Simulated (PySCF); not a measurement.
Br2Si (SMILES Br[Si]Br), singlet, geometry from GFN2-xTB; PBE0/6-31G in PySCF.

The PySCF input:
```python
from pyscf import gto, scf, dft

mol = gto.M(
    atom='''
Si   -0.02306863   -0.00441753    1.20707901
Br    0.95296278   -1.45162520   -0.22860751
Br   -0.94373533    1.45339221   -0.25422409
''',
    basis='6-31g',
    verbose=4,
)

mf = dft.RKS(mol)
mf.xc = 'pbe0'
mf.kernel()
```

Output, abridged:

```
PySCF version 2.14.0

[INPUT] verbose = 4
[INPUT] num. atoms = 3
[INPUT] num. electrons = 84
[INPUT] charge = 0
[INPUT] spin (= nelec alpha-beta = 2S) = 0
[INPUT] symmetry False subgroup None
[INPUT] Mole.unit = angstrom
[INPUT] Symbol           X                Y                Z      unit          X                Y                Z       unit  Magmom
[INPUT]  1 Si    -0.023068630000  -0.004417530000   1.207079010000 AA   -0.043593392769  -0.008347921847   2.281048739611 Bohr   0.0
[INPUT]  2 Br     0.952962780000  -1.451625200000  -0.228607510000 AA    1.800838661104  -2.743174063517  -0.432005583919 Bohr   0.0
[INPUT]  3 Br    -0.943735330000   1.453392210000  -0.254224090000 AA   -1.783401307776   2.746513228476  -0.480413904367 Bohr   0.0

nuclear repulsion = 416.293410416707
number of shells = 29
number of NR pGTOs = 226
number of NR cGTOs = 67
basis = 6-31g
ecp = {}

******** <class 'pyscf.dft.rks.RKS'> ********
method = RKS
initial guess = minao
damping factor = 0
level_shift factor = 0
DIIS = <class 'pyscf.scf.diis.CDIIS'>
diis_start_cycle = 1
diis_space = 8
diis_damp = 0
SCF conv_tol = 1e-09
SCF conv_tol_grad = None
SCF max_cycles = 50
direct_scf = True
direct_scf_tol = 1e-13
XC library pyscf.dft.libxc version 7.1.2
    S. Lehtola, C. Steigemann, M. J. T. Oliveira, and M. A. L. Marques,  SoftwareX 7, 1–5 (2018)
XC functionals = pbe0
    C. Adamo and V. Barone,  J. Chem. Phys. 110, 6158 (1999)
    M. Ernzerhof and G. E. Scuseria,  J. Chem. Phys. 110, 5029 (1999)
radial grids:
    Treutler-Ahlrichs [JCP 102, 346 (1995); DOI:10.1063/1.469408] (M4) radial grids

becke partition: Becke, JCP 88, 2547 (1988); DOI:10.1063/1.454033
pruning grids: <function nwchem_prune>
grids dens level: 3
symmetrized grids: False
atomic radii adjust function: <function treutler_atomic_radii_adjust>
small_rho_cutoff = 0
Set gradient conv threshold to 3.16228e-05
Initial guess from minao.
tot grids = 60032
init E= -5434.37310548731
  HOMO = -0.261867814050203  LUMO = -0.116100906712613  gap/eV = 3.96652
cycle= 1 E= -5436.27347831948  delta_E= -1.9  |g|= 0.429  |ddm|= 2.07
  HOMO = -0.273987179014057  LUMO = -0.177733990981635  gap/eV = 2.61918
cycle= 2 E= -5436.16237906164  delta_E= 0.111  |g|= 0.704  |ddm|= 1.75
  HOMO = -0.284769654725295  LUMO = -0.131946900563745  gap/eV = 4.15852
cycle= 3 E= -5436.33503784115  delta_E= -0.173  |g|= 0.0377  |ddm|= 1.17
  HOMO = -0.287257096969685  LUMO = -0.134354240429461  gap/eV = 4.16070
cycle= 4 E= -5436.3356446435  delta_E= -0.000607  |g|= 0.0103  |ddm|= 0.108
  HOMO = -0.287055793272118  LUMO = -0.132930447386474  gap/eV = 4.19396
cycle= 5 E= -5436.33569520834  delta_E= -5.06e-05  |g|= 0.000421  |ddm|= 0.0204
  HOMO = -0.286927642524522  LUMO = -0.132819736906865  gap/eV = 4.19349
cycle= 6 E= -5436.3356953023  delta_E= -9.4e-08  |g|= 8.37e-05  |ddm|= 0.00144
  HOMO = -0.286932466519919  LUMO = -0.132832611266657  gap/eV = 4.19327
cycle= 7 E= -5436.33569530543  delta_E= -3.13e-09  |g|= 1.09e-05  |ddm|= 0.000212
  HOMO = -0.286932584593298  LUMO = -0.132833922070323  gap/eV = 4.19324
cycle= 8 E= -5436.33569530548  delta_E= -5.55e-11  |g|= 8.17e-07  |ddm|= 2.84e-05
  HOMO = -0.286932628712536  LUMO = -0.132833994845622  gap/eV = 4.19324
Extra cycle  E= -5436.33569530551  delta_E= -3e-11  |g|= 1.03e-06  |ddm|= 4.36e-06
converged SCF energy = -5436.33569530551
```
